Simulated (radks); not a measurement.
The numbers below are computed, except where a source is named.
Species: a nucleus of charge 58.5 with 57 electrons. Configuration: [Xe] 4f3.

Level of theory: Dirac Kohn-Sham, BLYP, spin-unpolarised, spherical densities, finite nucleus; open shells fill j = l - 1/2 first; Fermi nuclear charge, rms radius 4.8919 fm (a radial shooting solver on a logarithmic mesh with Libxc functionals).

Energy parts (eV):
part                      energy
total                 -246333.60
kinetic                264598.58
electron-nucleus      -600347.77
Hartree                 95245.06
exchange-correlation    -5829.47

Orbitals (lengths in bohr, moments of r in powers of bohr; r(90%) holds 90 % of the orbital's charge):
1s1/2: occ. 2; eigenvalue (eV) -41006.67; r(90%) 0.0439; <1/r> 64.01; small-component weight 4.69e-02
2s1/2: occ. 2; eigenvalue (eV) -6580.436; r(90%) 0.161; <1/r> 15.11; small-component weight 1.02e-02
2p1/2: occ. 2; eigenvalue (eV) -6217.070; r(90%) 0.143; <1/r> 15.09; small-component weight 1.02e-02
2p3/2: occ. 4; eigenvalue (eV) -5752.693; r(90%) 0.151; <1/r> 13.64; small-component weight 9.62e-03
3s1/2: occ. 2; eigenvalue (eV) -1418.813; r(90%) 0.404; <1/r> 5.457; small-component weight 3.14e-03
3p1/2: occ. 2; eigenvalue (eV) -1264.477; r(90%) 0.398; <1/r> 5.371; small-component weight 3.08e-03
3p3/2: occ. 4; eigenvalue (eV) -1172.846; r(90%) 0.415; <1/r> 5.009; small-component weight 2.91e-03
3d3/2: occ. 4; eigenvalue (eV) -903.0366; r(90%) 0.389; <1/r> 4.877; small-component weight 2.79e-03
3d5/2: occ. 6; eigenvalue (eV) -883.3119; r(90%) 0.394; <1/r> 4.785; small-component weight 2.73e-03
4s1/2: occ. 2; eigenvalue (eV) -285.7287; r(90%) 0.907; <1/r> 2.259; small-component weight 9.66e-04
4p1/2: occ. 2; eigenvalue (eV) -228.2659; r(90%) 0.946; <1/r> 2.153; small-component weight 8.98e-04
4p3/2: occ. 4; eigenvalue (eV) -208.6446; r(90%) 0.986; <1/r> 2.033; small-component weight 8.40e-04
4d3/2: occ. 4; eigenvalue (eV) -114.3819; r(90%) 1.11; <1/r> 1.810; small-component weight 6.90e-04
4d5/2: occ. 6; eigenvalue (eV) -110.9641; r(90%) 1.12; <1/r> 1.780; small-component weight 6.75e-04
4f5/2: occ. 3; eigenvalue (eV) -7.0252; r(90%) 2.47; <1/r> 1.102; small-component weight 2.97e-04
4f7/2: occ. 0; eigenvalue (eV) -6.7392; r(90%) 2.55; <1/r> 1.084; small-component weight 2.89e-04
5s1/2: occ. 2; eigenvalue (eV) -44.7864; r(90%) 2.22; <1/r> 0.8624; small-component weight 2.01e-04
5p1/2: occ. 2; eigenvalue (eV) -29.7633; r(90%) 2.57; <1/r> 0.7517; small-component weight 1.56e-04
5p3/2: occ. 4; eigenvalue (eV) -27.1710; r(90%) 2.70; <1/r> 0.7090; small-component weight 1.41e-04

The highest occupied level is 4f5/2 at -7.025 eV. Summed over all electrons, <r^2> = 47.22 bohr^2, which gives a Langevin (diamagnetic) susceptibility term of -37.4 x 10^-6 cm^3/mol. The electron density at the nucleus is 3.996e+05 e/bohr^3.
